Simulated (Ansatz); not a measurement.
`C[CH](C)[Zn][F]` + HBr → `[F][Zn][Br]` + propane at 700 K and 1 bar (ligand exchange at a Zn–C bond).

Isolated molecules relaxed with PBE0-D4/def2-TZVP in Ansatz; ΔE leaves out vibrations. CBS: MP2 limit from def2 TZ/QZ plus the TZ coupled-cluster correction, frozen cores. For Br, Zn outer-core shells are correlated without core-valence functions, which leaves a few kJ/mol of doubt a bond. Scalar relativity is left out up to krypton. One conformer a species, not always the lowest.

```csv
species,CCSD(T)/CBS energy (Eh),H − E (kJ/mol),S (J/(mol·K))
`C[CH](C)[Zn][F]`,-1996.57851,329.3,472.5
HBr,-2573.91920,36.5,223.7
`[F][Zn][Br]`,-4451.58211,44.8,332.5
`CCC`,-118.98051,329.4,356.3
```

H − E and S are ideal-gas, rigid-rotor, harmonic terms from PBE0-D4/def2-TZVP, for one conformer and one mirror image of each species. 1 Eh = 2625.50 kJ/mol, R = 8.31446 J/(mol·K).

Question: By hand: ΔE, ΔH, ΔS and ΔG.

Answer: ΔE = (-4451.58211) + (-118.98051) − (-1996.57851) − (-2573.91920) = -0.06491 Eh = -170.4 kJ/mol. Δ(H − E) = 44.8 + 329.4 − 329.3 − 36.5 = 8.4, so ΔH = -162.0 kJ/mol. ΔS = 332.5 + 356.3 − 472.5 − 223.7 = -7.4 J/(mol·K). ΔG = -162.0 − 700 × (-7.4)/1000 = -156.8 kJ/mol.

Question: By hand: the equilibrium constant, and the temperature at which ΔG would vanish if ΔH and ΔS stayed fixed.

Answer: log₁₀ K = −ΔG/(RT ln 10) = 11.7. ΔG = 0 at ΔH/ΔS = 21892 K, far beyond where these terms or the molecules hold.

The number of gas molecules stays the same, so ΔS is small and ΔH decides. A doubt of 5 kJ/mol in ΔE shifts log₁₀ K by 0.4 here. Other conformers and mirror images would add mixing entropy, several J/(mol·K) or more a flexible species. These are equilibria of isolated gas molecules and say nothing of rates. Largest T1 diagnostic: 0.014 (customary marks: 0.02 for closed shells, 0.045 for open ones).
